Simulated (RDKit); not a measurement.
RDKit input (MMFF94):

```python
from rdkit import Chem
from rdkit.Chem import AllChem, rdDetermineBonds

mol = Chem.MolFromXYZFile('mol.xyz')
rdDetermineBonds.DetermineBonds(mol, charge=-1)
print('SMILES', Chem.MolToSmiles(Chem.RemoveHs(mol)))
ff = AllChem.MMFFGetMoleculeForceField(mol, AllChem.MMFFGetMoleculeProperties(mol))
e0 = ff.CalcEnergy()
flag = ff.Minimize(maxIts=5000, forceTol=1e-5)
print(f'energy {e0:.4f} -> {ff.CalcEnergy():.4f} kcal/mol, converged: {flag == 0}')
print(Chem.MolToXYZBlock(mol))
```
mol.xyz:
```
7

O     -1.26213500    -0.63499000     0.61597600
Si    -0.04589700    -0.23066000    -0.58548900
O     -0.04721500     1.50636800    -0.32287600
O      1.36339100    -0.59978500     0.39629000
H     -0.79083900    -0.84514700     1.43309400
H     -0.63235300     1.67663400     0.42718400
H      1.63341500     0.22501300     0.82145300
```

Output:

```
SMILES O[Si-](O)O
energy -75.2164 -> -89.4268 kcal/mol, converged: True
7

O     -1.082119   -0.817368    0.800949
Si    -0.026948   -0.097363   -0.242461
O     -0.331684    1.522967   -0.195911
O      1.487607   -0.321724    0.370960
H     -0.664347   -1.432414    1.425257
H     -1.183784    1.754380    0.207759
H      2.019641    0.488955    0.419078
```

The dipole moment of an ion depends on the origin.

The geometry given is a B3LYP-D3(BJ)/def2-TZVP minimum.
